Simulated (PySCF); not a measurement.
Hg: ionisation energy

Hg [Xe] 4f14 5d10 6s2 (1S) → Hg⁺ [Xe] 4f14 5d10 6s1 (2S), as a difference of total energies. All numbers are calculated (PySCF 2.14, a scalar-relativistic core potential, in aug-cc-pVDZ-PP with ECP60MDF). Correlated levels: valence: 5s2 5p6 frozen. The calculations carry no spin-orbit coupling.

Problem. Order these methods by the ionisation energy they give, lowest first.
A. SCS-MP2 (valence)
B. UHF
C. M06-L
D. MP2 (valence)

Solution. B (8.541 eV), C (10.158 eV), A (10.307 eV), D (10.365 eV).

Errors of the correlated levels include the incompleteness of this basis and the frozen core.

For comparison: 10.438 eV (measured; NIST Atomic Spectra Database, ionization energies).
